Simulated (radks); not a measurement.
Values are calculated unless marked as measured or tabulated.
Coulomb parameter of the 4d shell of neutral cadmium in the model configuration [Kr] 4d8.5 5s2 5p1.5, as a second difference U = [E(n + 0.5) + E(n - 0.5) - 2 E(n)] / (0.5)^2 with all orbitals relaxed. "Bare": the charge of the atom changes with n. "Screened": the 5p shell takes up the change at fixed total charge, which measures U(4d,4d) + U(5p,5p) - 2 U(4d,5p). Code: a radial shooting solver on a logarithmic mesh with Libxc functionals. Model: Dirac Kohn-Sham, BLYP, spin-unpolarised, spherical densities, finite nucleus; open shells are shared between the two j in proportion to 2j + 1; Fermi nuclear charge, rms radius 4.6087 fm.

case,configuration,E - E(n) (eV)
start,[Kr] 4d8.5 5s2 5p1.5,0.000
bare +0.5,[Kr] 4d9 5s2 5p1.5,-8.445
bare -0.5,[Kr] 4d8 5s2 5p1.5,11.383
screened +0.5,[Kr] 4d9 5s2 5p1,-7.813
screened -0.5,[Kr] 4d8 5s2 5p2,8.860

U(bare) = 11.750 eV, U(screened by 5p) = 4.185 eV, against the Slater integral F0(4d,4d) = 20.254 eV with frozen orbitals. The step up makes a negative ion, whose loosely bound charge lowers the bare value.
